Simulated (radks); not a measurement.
Results of a calculation; reference values are marked as such.
Polarisability of the phosphorus ion P2+, [Ne] 3s2 3p1, at imaginary frequency. Level of theory: scalar-relativistic Kohn-Sham, LDA (Slater exchange, Perdew-Wang correlation), spin-polarised, spherical densities, finite nucleus; open shells are filled with parallel spins first; Fermi nuclear charge, rms radius 3.1889 fm (a radial shooting solver on a logarithmic mesh with Libxc functionals). Response by self-consistent Sternheimer equations with the Hartree and adiabatic LDA kernel, the relativistic mass of each level held fixed and spin-orbit coupling left out.

w (hartree)  alpha1(iw) (bohr^3)
0.00266                    9.037
0.0143                     9.030
0.0360                     8.992
0.0697                     8.870
0.118                      8.575
0.186                      7.977
0.280                      6.955
0.413                      5.504
0.605                      3.854
0.892                      2.368
1.35                       1.293
2.12                      0.6409
3.59                      0.2926
6.94                      0.1162
17.5                     0.02820

Static values: alpha1 = 9.037 bohr^3 (1.339 angstrom^3; uncoupled 15.25). C6 = 32.27, triple-dipole C9 = 214.8 atomic units. One-pole (London) frequency 4 C6 / (3 alpha1^2) = 0.527 hartree, against 0.915 for minus the highest occupied eigenvalue.
